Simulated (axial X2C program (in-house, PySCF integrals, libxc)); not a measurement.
# Testing model relations on GaO

A bond curve at the PBE0 level, with spin–orbit coupling, was computed with an in-house all-electron X2C program for linear molecules (integrals from PySCF) (basis Ga dyall-cv3z [9s9p7d4f1g], O dyall-av3z [7s6p3d2f] (cores contracted in-house)) for the state Ω = 1/2 (⟨Sz⟩ = 0.50, ⟨Lz⟩ = 0.00 at PBE0). Its fit gives Re = 1.6976 Å, ωe = 737.5 cm⁻¹, ωexe = 6.14 cm⁻¹ and αe = 4.645e-03 cm⁻¹; the masses are 68.9256 and 15.9949 u. Two-component means X2C with spin–orbit coupling and atomic mean-field Coulomb and Gaunt terms.

Find the reduced mass, Be and the force constant.

From the PBE0 values: μ = 12.9822 u. Be = 16.8576/(μ Re²) = 0.4506 cm⁻¹. k = 5.8918×10⁻⁷ μ ωe² = 4.16 mdyn/Å.

Where do the fundamental and the first overtone lie?

ν(1←0) = ωe − 2ωexe = 725.2 cm⁻¹; ν(2←0) = 2ωe − 6ωexe = 1438.2 cm⁻¹.

A Morse curve ties αe to the other constants (Pekeris). How well does that hold?

αe(Morse) = 6Be²/ωe × (√(ωexe/Be) − 1) = 4.446e-03 cm⁻¹; the PBE0 curve gives 4.645e-03 cm⁻¹, a ratio of 0.96.

The dipole moment p changes by 1.67 D/Å at Re. What harmonic infrared intensity follows?

I = 42.256 × (dp/dR)²/μ = 9.1 km/mol.

Estimate the centrifugal constant by the Kratzer relation.

D = 4Be³/ωe² = 6.73e-07 cm⁻¹.

The state is a single determinant with fixed occupations, the lowest that a limited PBE0 search found. Density functionals use the spin component along the axis (collinear).
